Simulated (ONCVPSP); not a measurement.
# An all-electron radial function and its pseudo partner (osmium (Os))

Columns: radius, all-electron u(r) and pseudo u(r) of the 5p shell (level -52.29 eV) of osmium in the configuration [Kr] 4d10 4f13.5 5s2 5p6 5d6.5 6s2; PBE, scalar-relativistic, ONCV scheme, ONCVPSP 4.0.1.

```json
{"r (bohr)": "0.110", "all-electron": "0.2941", "pseudo": "0.0329"}
{"r (bohr)": "0.220", "all-electron": "0.0098", "pseudo": "0.1266"}
{"r (bohr)": "0.330", "all-electron": "-0.5473", "pseudo": "0.2679"}
{"r (bohr)": "0.440", "all-electron": "-0.4378", "pseudo": "0.4371"}
{"r (bohr)": "0.550", "all-electron": "0.0159", "pseudo": "0.6121"}
{"r (bohr)": "0.660", "all-electron": "0.4803", "pseudo": "0.7714"}
{"r (bohr)": "0.770", "all-electron": "0.8195", "pseudo": "0.8980"}
{"r (bohr)": "0.880", "all-electron": "1.0128", "pseudo": "0.9808"}
{"r (bohr)": "0.990", "all-electron": "1.0857", "pseudo": "1.0160"}
{"r (bohr)": "1.100", "all-electron": "1.0735", "pseudo": "1.0063"}
{"r (bohr)": "1.210", "all-electron": "1.0081", "pseudo": "0.9590"}
{"r (bohr)": "1.320", "all-electron": "0.9141", "pseudo": "0.8845"}
{"r (bohr)": "1.430", "all-electron": "0.8086", "pseudo": "0.7936"}
{"r (bohr)": "1.540", "all-electron": "0.7024", "pseudo": "0.6962"}
{"r (bohr)": "1.650", "all-electron": "0.6019", "pseudo": "0.6000"}
{"r (bohr)": "1.760", "all-electron": "0.5105", "pseudo": "0.5100"}
{"r (bohr)": "1.870", "all-electron": "0.4295", "pseudo": "0.4294"}
{"r (bohr)": "1.980", "all-electron": "0.3590", "pseudo": "0.3590"}
{"r (bohr)": "2.090", "all-electron": "0.2987", "pseudo": "0.2986"}
{"r (bohr)": "2.200", "all-electron": "0.2474", "pseudo": "0.2474"}
{"r (bohr)": "2.310", "all-electron": "0.2043", "pseudo": "0.2042"}
{"r (bohr)": "2.420", "all-electron": "0.1682", "pseudo": "0.1682"}
{"r (bohr)": "2.530", "all-electron": "0.1382", "pseudo": "0.1381"}
{"r (bohr)": "2.640", "all-electron": "0.1133", "pseudo": "0.1133"}
{"r (bohr)": "2.750", "all-electron": "0.0927", "pseudo": "0.0927"}
{"r (bohr)": "2.860", "all-electron": "0.0758", "pseudo": "0.0757"}
```

(1) How many radial nodes do the two functions have?

(2) At about which radius was the pseudo-wave matched?

(3) Is the pseudo-wave norm-conserving?

Results:

(1) The all-electron 5p function has n − l − 1 = 3 (the table is too coarse to show those close to the nucleus); the pseudo-wave has 0, since the states of the same l below it are removed with the core.

(2) 1.95 bohr. The columns agree to 0.0005 from 1.76 bohr on; several derivatives are matched, so the curves merge somewhat inside the radius.

(3) Yes: the ONCV scheme keeps the norm inside the radius equal to the all-electron one, which fixes the energy derivative of the logarithmic derivative at the level.
